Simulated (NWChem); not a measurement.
System: AuNH3I; SMILES [NH3]->[Au][I]

The following NWChem deck was run.

```
start job
memory heap 200 mb stack 900 mb global 1100 mb
geometry units angstroms noautosym nocenter noautoz
  Au     0.000000     0.000000    -0.831260
  I      0.000000     0.000000     1.714913
  N      0.000000     0.000000    -2.966595
  H      0.812423     0.491171    -3.341741
  H     -0.831578     0.457993    -3.341741
  H      0.019155    -0.949164    -3.341741
end
basis spherical
  * library def2-svpd
end
ecp
  I library def2-ecp
  Au library def2-ecp
end
dft
  xc xcamb88 1.00 lyp 0.81 vwn_5 0.19 hfexch 1.00
  cam 0.33 cam_alpha 0.19 cam_beta 0.46
  iterations 150
end
property
  response 1 0.0
end
task dft property
```

Output (shortened):

```
             Northwest Computational Chemistry Package (NWChem) 7.3.0
             --------------------------------------------------------

                             Geometry "geometry" -> ""
                             -------------------------

 Output coordinates in angstroms (scale by  1.889725989 to convert to a.u.)

  No.       Tag          Charge          X              Y              Z
 ---- ---------------- ---------- -------------- -------------- --------------
    1 Au                  79.0000     0.00000000     0.00000000    -0.83126000
    2 I                   53.0000     0.00000000     0.00000000     1.71491300
    3 N                    7.0000     0.00000000     0.00000000    -2.96659500
    4 H                    1.0000     0.81242300     0.49117100    -3.34174100
    5 H                    1.0000    -0.83157800     0.45799300    -3.34174100
    6 H                    1.0000     0.01915500    -0.94916400    -3.34174100

 Effective nuclear repulsion energy (a.u.)    1124.1070890000

                                 NWChem DFT Module
                                 -----------------

 Summary of "ao basis" -> "ao basis" (spherical)
 ------------------------------------------------------------------------------
       Tag                 Description            Shells   Functions and Types
 ---------------- ------------------------------  ------  ---------------------
 Au                        def2-svpd                13       35   6s4p2d1f
 I                         def2-svpd                13       35   5s5p3d
 N                         def2-svpd                 8       20   4s2p2d
 H                         def2-svpd                 4        8   2s2p

            General Information
            -------------------
          SCF calculation type: DFT
          Wavefunction type:  closed shell.
          No. of atoms     :     6
          No. of electrons :    54
           Alpha electrons :    27
            Beta electrons :    27
          Charge           :     0
          Spin multiplicity:     1
          Use of symmetry is: off; symmetry adaption is: off
          Maximum number of iterations: 150
          AO basis - number of functions:   114
                     number of shells:    46
          Convergence on energy requested:  1.00D-06
          Convergence on density requested:  1.00D-05
          Convergence on gradient requested:  5.00D-04

              XC Information
              --------------
                     Hartree-Fock (Exact) Exchange  1.000
                   CAM-Becke88 Exchange Functional  1.000
                      VWN V Correlation Functional  0.190 local
              Lee-Yang-Parr Correlation Functional  0.810

           Range-Separation Parameters
           ---------------------------
           Alpha           :  0.19
           Beta            :  0.46
           Gamma           :  0.33
           Short-Range HF  :     F

             Grid Information
             ----------------
          Grid used for XC integration:  medium
          Radial quadrature: Mura-Knowles
          Angular quadrature: Lebedev.
          Tag              B.-S. Rad. Rad. Pts. Rad. Cut. Ang. Pts.
          ---              ---------- --------- --------- ---------
          Au                  1.35      123          12.0       590
          I                   1.40      123          12.0       590
          N                   0.65       49          15.0       434
          H                   0.35       45          15.0       434
          Grid pruning is: on
          Number of quadrature shells:   430
          Spatial weights used:  Erf1

      Superposition of Atomic Density Guess
      -------------------------------------

 Sum of atomic energies:        -555.31338801

      Non-variational initial energy
      ------------------------------

 Total energy =    -487.797900
 1-e energy   =   -1192.890252
 2-e energy   =     522.826800
 HOMO         =      -0.341756
 LUMO         =      -0.052430

   convergence    iter        energy       DeltaE   RMS-Dens  Diis-err
 ---------------- ----- ----------------- --------- --------- ---------
 d= 0,ls=0.0,diis     1   -489.9056452855 -6.72D+02  1.03D-02  4.28D-01
 d= 0,ls=0.0,diis     2   -489.9242940919 -1.86D-02  5.23D-03  4.51D-01
 d= 0,ls=0.0,diis     3   -489.9690323259 -4.47D-02  1.06D-03  8.50D-03
 d= 0,ls=0.0,diis     4   -489.9700444090 -1.01D-03  3.61D-04  1.08D-03
 d= 0,ls=0.0,diis     5   -489.9702003921 -1.56D-04  7.60D-05  5.30D-05
  Resetting Diis
 d= 0,ls=0.0,diis     6   -489.9702069988 -6.61D-06  3.16D-05  1.19D-05
 d= 0,ls=0.0,diis     7   -489.9702084253 -1.43D-06  9.01D-06  3.25D-07
 d= 0,ls=0.0,diis     8   -489.9702084659 -4.06D-08  2.89D-06  2.46D-07

         Total DFT energy =     -489.970208465880
      One electron energy =    -1196.895509426347
           Coulomb energy =      567.676508673351
    Exchange-Corr. energy =      -43.016760062567
 Nuclear repulsion energy =      182.265552349684

 Numeric. integr. density =       53.999995552223

                       DFT Final Molecular Orbital Analysis
                       ------------------------------------

 Vector   25  Occ=2.000000D+00  E=-3.207524D-01
              MO Center= -3.0D-09,  2.1D-07,  2.6D-01, r^2= 3.4D+00
   Bfn.  Coefficient  Atom+Function         Bfn.  Coefficient  Atom+Function
  ----- ------------  ---------------      ----- ------------  ---------------
     5      0.501175  1 Au s                 21     -0.414509  1 Au d  0
    49     -0.373846  2 I  pz                 3     -0.369617  1 Au s
    52     -0.280784  2 I  pz                 6      0.248400  1 Au s
     2      0.238670  1 Au s                 46      0.152986  2 I  pz
    43      0.124299  2 I  pz                 4     -0.118015  1 Au s

 Vector   26  Occ=2.000000D+00  E=-2.733481D-01
              MO Center= -1.0D-05,  5.4D-04,  1.4D+00, r^2= 2.7D+00
   Bfn.  Coefficient  Atom+Function         Bfn.  Coefficient  Atom+Function
  ----- ------------  ---------------      ----- ------------  ---------------
    47      0.583604  2 I  px                50      0.501149  2 I  px
    22      0.286755  1 Au d  1              44     -0.235598  2 I  px
    41     -0.190594  2 I  px                53      0.057945  2 I  px
    27      0.054294  1 Au d  1               7     -0.049410  1 Au px
    16      0.046468  1 Au px                91     -0.025967  4 H  s

 Vector   27  Occ=2.000000D+00  E=-2.733481D-01
              MO Center=  1.0D-05, -5.4D-04,  1.4D+00, r^2= 2.7D+00
   Bfn.  Coefficient  Atom+Function         Bfn.  Coefficient  Atom+Function
  ----- ------------  ---------------      ----- ------------  ---------------
    48      0.583604  2 I  py                51      0.501149  2 I  py
    20     -0.286755  1 Au d -1              45     -0.235598  2 I  py
    42     -0.190594  2 I  py                54      0.057945  2 I  py
    25     -0.054295  1 Au d -1               8     -0.049410  1 Au py
    17      0.046468  1 Au py               107      0.029972  6 H  s

 Vector   28  Occ=0.000000D+00  E=-1.255443D-02
              MO Center= -7.7D-07,  2.3D-06, -2.5D+00, r^2= 7.8D+00
   Bfn.  Coefficient  Atom+Function         Bfn.  Coefficient  Atom+Function
  ----- ------------  ---------------      ----- ------------  ---------------
    74      2.132201  3 N  s                 92     -0.722983  4 H  s
   100     -0.722982  5 H  s                108     -0.722981  6 H  s
    15     -0.718878  1 Au pz                40      0.524978  2 I  s
     6      0.347793  1 Au s                 72     -0.340749  3 N  s
    98     -0.339421  4 H  pz               106     -0.339421  5 H  pz

 Vector   29  Occ=0.000000D+00  E= 4.240619D-02
              MO Center=  2.0D-02, -2.5D-03, -1.1D+00, r^2= 7.3D+00
   Bfn.  Coefficient  Atom+Function         Bfn.  Coefficient  Atom+Function
  ----- ------------  ---------------      ----- ------------  ---------------
    14      0.712853  1 Au py                13      0.592351  1 Au px
    92     -0.571492  4 H  s                108      0.457339  6 H  s
   113      0.297022  6 H  py                96      0.284548  4 H  px
    97      0.241146  4 H  py                51     -0.229664  2 I  py
    50     -0.190842  2 I  px               104      0.150008  5 H  px

 Vector   30  Occ=0.000000D+00  E= 4.240624D-02
              MO Center= -2.0D-02,  2.5D-03, -1.1D+00, r^2= 7.3D+00
   Bfn.  Coefficient  Atom+Function         Bfn.  Coefficient  Atom+Function
  ----- ------------  ---------------      ----- ------------  ---------------
    13      0.712852  1 Au px                14     -0.592352  1 Au py
   100      0.593989  5 H  s                108     -0.395896  6 H  s
   104      0.318829  5 H  px               113     -0.252300  6 H  py
    50     -0.229664  2 I  px               105     -0.214514  5 H  py
    92     -0.198125  4 H  s                 96      0.197527  4 H  px

     Multipole analysis of the density
     ---------------------------------

     L   x y z        total         alpha         beta         nuclear
     -   - - -        -----         -----         ----         -------
     0   0 0 0      0.000000    -27.000000    -27.000000     54.000000

[...]

 DFT Linear Response polarizability / au
 Frequency  =       0.0000000 / au
              X              Y              Z
 -----------------------------------------------
 X      65.3407084      0.0000034      0.0000012
 Y       0.0000034     65.3407344     -0.0000087
 Z       0.0000012     -0.0000088    113.5310523
 -----------------------------------------------
 Eigenvalues =      65.3407080     65.3407348    113.5310523
 Isotropic   =      81.4041650
 Anisotropic =      48.1903309
 -----------------------------------------------

 Magnetic Dipole Response Matrix (nonzero elements):

 Exiting AOResponse driver routine
```

Level: CAM-B3LYP/def2-SVPD with def2 effective core potentials on I, Au. All runs use the structure optimised with PBE0/def2-SVP. No frequency run checked for a minimum. def2 effective core potentials on I, Au; no spin-orbit coupling.
